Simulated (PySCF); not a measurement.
Computed shifts of a molecule C5H8, PBE/pcSseg-1 (PySCF), GIAO, gas phase, equivalent atoms averaged, in ppm (number of nuclei): ¹³C: 146.7 (1), 141.7 (1), 139.9 (1), 122.2 (1), 24.9 (1). ¹H: 6.61 (1), 6.42 (1), 6.08 (1), 5.54 (1), 5.45 (1), 2.22 (3). References: ¹³C against TMS (σ = 182.0 ppm); ¹H against TMS (σ = 31.49 ppm), references at their B3LYP-D3(BJ)/def2-TZVP geometries, non-relativistic. Geometry: B3LYP-D3(BJ)/def2-SVP. One conformer was computed; it need not be the lowest.

Question: Pick the molecule that these values belong to.
(A) C1=CCCC1
(B) C#CCCC
(C) C=C=C(C)C
(D) C=C/C=C/C

Answer: D, C=C/C=C/C
